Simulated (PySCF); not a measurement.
**Basis and Hamiltonian dependence of the excitation energy of Ne²⁺**

Ne²⁺ [He] 2s2 2p4 (3P) → Ne²⁺ [He] 2s1 2p5 (3P). Calculated with PySCF 2.14 from differences of total energies of unrestricted determinants, without spin-orbit coupling. Values in eV.

| basis | Hamiltonian | functions | UHF | r2SCAN | PBE0 | MP2 (valence) | CCSD(T) (valence) | CCSD(T) (valence and next inner shell) |
| --- | --- | --- | --- | --- | --- | --- | --- | --- |
| aug-cc-pVDZ-DK | spin-free X2C | 23 | 26.861 | 24.273 | 24.199 | 25.959 | 25.655 | n/a |
| x2c-TZVPPall | spin-free X2C | 31 | 26.644 | 24.055 | 23.989 | 25.671 | 25.445 | 25.413 |
| def2-TZVPPD | non-relativistic | 40 | 26.486 | 23.899 | 23.833 | 25.511 | 25.264 | 25.231 |
| dyall-av2z | non-relativistic | 42 | 26.479 | 23.902 | 23.837 | 25.543 | 25.260 | n/a |
| aug-cc-pVTZ | non-relativistic | 46 | 26.545 | 23.954 | 23.895 | 25.560 | 25.308 | n/a |
| x2c-QZVPPall | spin-free X2C | 57 | 26.638 | 24.053 | 23.987 | 25.632 | 25.397 | 25.351 |
| aug-cc-pCVTZ-DK | spin-free X2C | 59 | 26.701 | 24.105 | 24.048 | 25.730 | 25.478 | 25.418 |
| aug-cc-pwCVTZ | non-relativistic | 59 | 26.545 | 23.953 | 23.894 | 25.574 | 25.327 | 25.264 |
| dyall-av3z | spin-free X2C | 71 | 26.634 | 24.045 | 23.983 | 25.686 | 25.437 | n/a |
| cc-pV5Z | non-relativistic | 91 | 26.479 | 23.896 | 23.830 | 25.481 | n/a | n/a |
| aug-cc-pVQZ with one added diffuse shell each of s, p, d, f, g type | non-relativistic | 105 | 26.495 | 23.916 | 23.848 | 25.496 | n/a | n/a |
| aug-cc-pwCVQZ | non-relativistic | 109 | 26.495 | 23.910 | 23.845 | 25.503 | n/a | n/a |

Frozen in the all-electron rows: valence: 1s2; valence and next inner shell: nothing.
